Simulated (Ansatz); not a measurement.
Born–Oppenheimer molecular dynamics of H$_{9}$N$_{2}$PSi (13 atoms, charge 0, multiplicity 1). It starts from a rough guess of a transition structure, not a stationary point.

Theory: UKS PBE0/STO-3G in Ansatz.

| Item | Value |
| --- | --- |
| ensemble | NVE (velocity Verlet) |
| time step | 0.5 fs |
| steps asked | 150 |
| starting velocities drawn for | 100 K |
| seed | 260600 |

First frame:

```xyz
13
Properties=species:S:1:pos:R:3
Si -0.726 0.471 0.440
N 0.212 -1.440 0.365
H -1.859 -0.312 0.946
H -1.339 1.806 0.202
N 0.579 0.978 1.438
H 0.137 -1.480 -0.964
P -0.267 -0.043 -2.010
H -0.319 -2.235 0.699
H 1.190 -1.572 0.591
H 0.717 1.958 1.610
H 1.423 0.449 1.575
H 1.002 0.506 -2.009
H -0.751 0.916 -2.885
```

(1) What does the run give?

(2) What happens to the structure?

(3) How do temperature and energy run in time?

## Answers

(1) The run went to its last step.

```yaml
steps_done: 150
time_covered: 75 fs
mean_temperature_over_the_second_half: 954 K
spread_of_the_potential_energy_over_the_second_half: 25.1 meV per atom
mean_potential_energy_of_the_second_half_above_the_start: -93.9 meV per atom
```

The conserved energy stayed within 1.7 meV per atom of its start (net change 0.48 meV per atom), so the integration is sound. The system heated up, since it started high on the potential surface and ran downhill. A run of 0.075 ps of so small a system gives no equilibrium averages. The orbitals stay closed-shell, which can raise the energy where a bond breaks towards radicals; this wasn't checked here. Limits of this set-up: minimal basis.

(2) The step under study would form Si1–P7, N2–H6 and break Si1–N2, H6–P7. These pairs go: Si1–P7 2.55 → 2.43 Å, N2–H6 1.33 → 1.06 Å, Si1–N2 2.13 → 3.66 Å, H6–P7 1.82 → 4.22 Å. In the last frame they stand as after the step (other bonds may differ from the relaxed reactants and products). It ends as H3N + H6NPSi. Pairs count as bonded within 1.25 times the sum of covalent radii (0.12 Å more for H–H). Another seed would give other details.

(3) 
| time (fs) | T (K) | potential energy less start (eV) | conserved less start (meV/atom) |
| --- | --- | --- | --- |
| 0.0 | 100 | 0.000 | 0.00 |
| 6.0 | 303 | -0.281 | 0.57 |
| 12.0 | 562 | -0.658 | -0.15 |
| 18.0 | 993 | -1.279 | -0.73 |
| 24.0 | 1154 | -1.513 | -1.09 |
| 30.0 | 918 | -1.171 | -0.58 |
| 36.0 | 738 | -0.917 | -0.68 |
| 42.0 | 819 | -1.025 | -0.18 |
| 48.0 | 1442 | -1.928 | -1.56 |
| 54.0 | 1331 | -1.771 | -1.60 |
| 60.0 | 641 | -0.768 | 0.07 |
| 66.0 | 691 | -0.842 | -0.07 |
| 72.0 | 926 | -1.181 | -0.54 |

Run time: 18 min on 1 CPU thread of a shared host.
